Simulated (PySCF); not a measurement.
PySCF job for Ge(H)2(vinyl)(NH2) (C₂H₇GeN), SMILES C=[CH][GeH2][NH2], PBE/pcSseg-1. Geometry optimised at PBE0-D3(BJ)/def2-SVP. The values are those of a single conformer.

```python
import numpy as np
from pyscf import gto, scf, dft
from pyscf.prop.nmr import rks as nmr

mol = gto.M(
    atom='''
    Ge   -0.25970713    0.47822619   -0.02710521
    N    -1.91424311   -0.25714995    0.30381324
    C     1.12526962   -0.80186588   -0.50993873
    C     2.19864594   -1.02482309    0.25470836
    H    -0.48215420    1.48406146   -1.17280845
    H     0.20536562    1.18215006    1.26225439
    H    -1.90417963   -1.01930455    0.97722499
    H    -2.39779779   -0.57899801   -0.53078927
    H     1.01473317   -1.37428649   -1.44054655
    H     2.36019910   -0.48249763    1.19419925
    H     2.97067048   -1.75417923   -0.01747821
    ''',
    basis='pcSseg-1',
    charge=0,
    spin=0,
    max_memory=1600,
    verbose=3,
)
mf = dft.RKS(mol, xc='pbe')
mf.grids.level = 3
mf.conv_tol = 1e-10
mf.max_cycle = 100
mf.kernel()
n = nmr.NMR(mf)
n.verbose = 2
n.max_cycle_cphf = 60
sigma = n.kernel()
print('atom   isotropic/ppm   span/ppm')
for i, s in enumerate(sigma):
    w = np.linalg.eigvalsh((s + s.T) / 2)
    print(f'{mol.atom_symbol(i):2s}{i + 1:3d} {w.mean():14.3f} {w[2] - w[0]:11.3f}')
```

Log of the run:

```
converged SCF energy = -2211.43423108636
atom   isotropic/ppm   span/ppm
Ge  1       1326.253     250.523
N   2        250.304      45.733
C   3         32.115     241.631
C   4         41.981     226.980
H   5         26.251      16.258
H   6         26.528      16.239
H   7         31.605      18.766
H   8         31.318      19.302
H   9         24.709       5.589
H  10         25.198       8.142
H  11         24.971       6.509
```

Self-consistency was reached.
